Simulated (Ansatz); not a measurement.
Geometry optimisation, Ansatz 0.2.0, RKS revPBE/6-31G*.

Input file:

```yaml
crystal:
  periodic: [false, false, false]
  atoms:
    - { symbol: "N", position_ang: [-0.7955, 2.25, 0.2745] }
    - { symbol: Si, position_ang: [-0.3732, 0.7906, -0.3566] }
    - { symbol: S, position_ang: [1.06938, 1.31772, -1.77308] }
    - { symbol: Si, position_ang: [1.20779, -0.65235, -2.63502] }
    - { symbol: H, position_ang: [-1.2019, 2.1402, 1.1848] }
    - { symbol: H, position_ang: [-1.6156, 2.6764, -0.288] }
    - { symbol: H, position_ang: [-1.58919, 0.1672, -0.96063] }
    - { symbol: H, position_ang: [0.20935, -0.00247, 0.68604] }
    - { symbol: H, position_ang: [1.69422, -1.5253, -1.49421] }
    - { symbol: H, position_ang: [2.27855, -0.64569, -3.6569] }
    - { symbol: H, position_ang: [-0.03816, -1.09055, -3.11689] }
basis:
  gaussian: { orbitals: "6-31G*" }
hamiltonian:
  xc: revpbe
relax:
  f_tol: 0.015
  max_steps: 40
output:
  orbitals: {}
```

Run as:

```bash
$ ansatz run input.yaml --threads 1 --pin off --max-ram 2048MiB --backend cpu --events-out ev --progress --plain --runs-dir out
```

Where does it end, and by what steps?

It converged. The force dipped under the threshold on the way, but the program's further checks kept it going. After 17 steps the energy has fallen by 0.801 eV; H5 moved furthest, 0.73 Å.

```csv
step,energy less start (eV),largest force component (eV/Å),accepted
0,0.0000,3.889,yes
1,-0.5963,1.430,yes
2,-0.6893,1.192,yes
3,-0.7048,0.584,yes
4,-0.7310,0.127,yes
5,-0.7392,0.099,yes
6,-0.7431,0.078,yes
7,-0.7150,1.470,no
8,-0.7488,0.144,yes
9,-0.7457,0.856,no
10,-0.7542,0.256,yes
11,-0.7611,0.377,yes
12,-0.7708,0.552,yes
13,-0.7894,0.250,yes
14,-0.7995,0.060,yes
15,-0.8010,0.014,yes
16,-0.8009,0.037,no
17,-0.8011,0.007,yes
```

```xyz
11
Properties=species:S:1:pos:R:3
N -1.307 2.148 0.366
Si -0.432 0.735 -0.161
S 1.205 1.153 -1.562
Si 1.286 -0.681 -2.711
H -0.842 2.760 1.041
H -1.777 2.714 -0.344
H -1.388 -0.194 -0.851
H 0.125 0.105 1.078
H 1.607 -1.874 -1.856
H 2.379 -0.490 -3.718
H -0.011 -0.950 -3.418
```

Whether the end is a true minimum wasn't checked by a vibrational analysis.

Time of the run: 2.1 min on 1 CPU thread of a shared host.
